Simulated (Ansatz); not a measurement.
Ti3B3, relaxed as a doublet with UKS r2SCAN-D4/def2-SVP in Ansatz, starting from the GFN2-xTB geometry. Force threshold 0.02 eV/Å.

The charge 0 doublet is spin-contaminated (final ⟨S²⟩ up to 1.82, 0.75 for a pure state). The relaxation made no stability test and no search for a lower SCF solution. At r2SCAN-D4/def2-SVP a quartet of charge 0 lies 0.21 eV below the doublet, each at its own geometry. The structure comes from a short search, and lower isomers may exist.

Start:

```xyz
6

Ti    1.067   -0.992    0.593
Ti   -1.107    0.330    1.792
Ti   -1.173    0.210   -1.018
B    -1.162   -1.434    0.549
B     1.745    0.641   -0.556
B     0.631    1.244   -1.360
```

```
         step  energy (eV)  largest force component (eV/Å)  SCF passes
            1  -71351.2324                           2.265         114
            2  -71351.9676                           0.738          62
            3  -71352.4239                           1.087          65
            4  -71352.9024                           1.472          64
            5  -71353.4618                           1.575          63
            6  -71353.9621                           0.818          62
            7  -71354.0350                           2.006          56
            8  -71354.1565                           0.158          51
            9  -71354.1598                           0.076          46
           10  -71354.1604                           0.017          41
           11  -71354.1606                           0.011          42
           12  -71354.1615                           0.084          45
13 (rejected)  -71354.1314                           0.958          63
           14  -71354.1652                           0.219          47
           15  -71354.1724                           0.392          54
           16  -71354.1918                           0.540          56
           17  -71354.2325                           0.588          55
           18  -71354.2968                           0.531          76
           19  -71354.3314                           0.666          59
           20  -71354.3827                           0.299          54
           21  -71354.3867                           0.136          48
22 (rejected)  -71354.3855                           0.201          53
           23  -71354.3899                           0.044          49
           24  -71354.3901                           0.015          47
```

Force components are those of the run's own axes.

End:

```xyz
6

Ti    0.889   -1.097    0.008
Ti   -0.397    0.725    1.153
Ti   -1.355   -0.246   -1.165
B    -1.090   -1.154    0.650
B     1.491    0.957    0.275
B     0.462    0.815   -0.922
```

Bonds formed: Ti2–B5, Ti2–B6 (atoms count from 1). The end is the same structure that another start reached.

The force fell under the threshold at step 10, but the optimiser went on and released 0.230 eV more. No frequencies were taken in this run, so the end may be a saddle point.

Hardware: 4 threads of Arm Neoverse V2 on a shared host. Wall time 4 min.
